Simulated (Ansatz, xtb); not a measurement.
Species: HS2 (charge -1, singlet). 
Geometry from a B3LYP-D3(BJ)/def2-TZVP (Ansatz, a quantum-chemistry and plane-wave program) optimisation:
```
S
H 1 1.3545
S 1 2.1097 2 102.24
```
Charge -1, spin multiplicity 1.

Harmonic wavenumbers from GFN2-xTB (xtb, at its own minimum), cm⁻¹: 504, 750, 2194.

### Question
Give the harmonic wavenumbers at B3LYP-D3(BJ)/def2-TZVP (Ansatz, finite differences of forces, unscaled).

### Answer
458, 822, 2516 cm⁻¹. Zero-point energy 5.4 kcal/mol.

### Question
From these and the geometry, give the ideal-gas thermochemistry at 298.15 K and 1 atm (rigid rotor, harmonic oscillator).

### Answer
Point group Cs, rotational symmetry number 1. Rotational constants 298.1, 6.906, 6.75 GHz. S(trans) 38.44, S(rot) 20.68, S(vib) 0.96, S(elec, spin only) 0.00, S 60.1 cal/(mol K). H(298) - H(0) 2.58 kcal/mol; G - E(el) -9.9 kcal/mol.
